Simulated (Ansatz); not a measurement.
Stepwise reaction of `C[O][Sc]([Cl])[Cl]` with water, as a gas-phase model of exchange steps in deposition or etching. ΔE in kJ/mol.

Program: Ansatz. Geometries: PBE0-D4/def2-TZVP. ΔE: electronic, gas phase. CCSD(T)/CBS adds triple-zeta CCSD(T) − MP2 to the extrapolated MP2 energy (def2 sets, frozen cores). This one scheme is used for every species. Functionals use def2-TZVPP. B3LYP here is the variant with VWN-RPA as its local correlation; programs differ in this. For Sc outer-core shells are correlated without core-valence functions, which leaves a few kJ/mol of doubt a bond. Scalar relativity is left out up to krypton. Each species was taken in one conformer, which may not be the lowest.

| step | reaction | PBE-D4 | B3LYP-D4 | ωB97M-V | CCSD(T)/CBS |
| --- | --- | --- | --- | --- | --- |
| 1 | `C[O][Sc]([Cl])[Cl]` + H₂O → `C[O][Sc]([OH])[Cl]` + HCl | 44.5 | 43.9 | 43.8 | 46.5 |
| 2 | `C[O][Sc]([OH])[Cl]` + H₂O → `C[O][Sc]([OH])[OH]` + HCl | 56.5 | 56.1 | 56.8 | 57.7 |

(1) By hand: ΔE of the 2 steps together at CCSD(T)/CBS.

Results:

(1) (46.5) + (57.7) = 104.2 kJ/mol, or 52.1 kJ/mol a step.

In ΔE each step is higher than the one before. All are uphill at CCSD(T)/CBS. PBE-D4 differs from CCSD(T)/CBS by -2.0 to -1.2 kJ/mol a step. Only this route is followed, and other bonds may react first. Isolated molecules leave out the surface, adducts and barriers. Largest T1 diagnostic: 0.016.
